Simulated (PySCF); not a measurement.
NMR data simulated for an unnamed compound:

$^{1}$H NMR (400 MHz, computed): δ 6.58 (m, 2H), 6.57 (m, 2H), 6.19 (m, 2H), 4.98 (m, 1H), 4.96 (m, 1H), 4.93 (s, 3H), 4.77 (t, 1H).

$^{13}$C{$^{1}$H} NMR (computed): δ 171.0 (C), 144.3 (CH2), 141.4 (CH), 106.7 (CH2).

Theory: GIAO PBE0/pcSseg-1 shieldings, GFN2-xTB structure, in PySCF 2.14.0 with density-fitted response routines (non-relativistic Hamiltonian, one computed conformer, gas phase, rapidly exchanging positions averaged).

References, each an isolated molecule treated in the same way: $^{1}$H, $^{13}$C against TMS.

Q: Which of these does the molecule contain: a vinyl group CH=CH2, a nitrile, a Si–H bond, a benzene ring, a non-aromatic C=C double bond, an NH or NH2 group?

A: 
- A vinyl group CH=CH2: yes (δC 144.3, 141.4; δH 6.57 (m), 6.19 (m), 6.58 (m)).
- A nitrile: no.
- A Si–H bond: yes (δH 4.77 (t)).
- A benzene ring: no.
- A non-aromatic C=C double bond: yes.
- An NH or NH2 group: no.

The data belong to `C=C[SiH](C=C)C(=C)O[SiH3]`, C$_{6}$H$_{12}$OSi$_{2}$; they needn't prove each group on their own.

Carbon signals by region: 1 in the far downfield region (above 160 ppm), 3 in the sp2 and nitrile region (100–160 ppm). Above 160 ppm: 171.0, alkene carbon bearing oxygen.

Shifts are as computed. Against solution values, carbons near 30 ppm lie about +3 ppm off and those near 130 ppm about +5 ppm. Of 1211 compounds with measured shifts, 218 miss one by over three times the rms of a fit or turn the order of signals round; such compounds aren't used in these exercises. No couplings were computed; multiplicities are counted from neighbouring protons, with m where these are inequivalent, close in shift, in a saturated or five-membered ring or joined by F or P, and br s for small geminal =CH2 splittings.
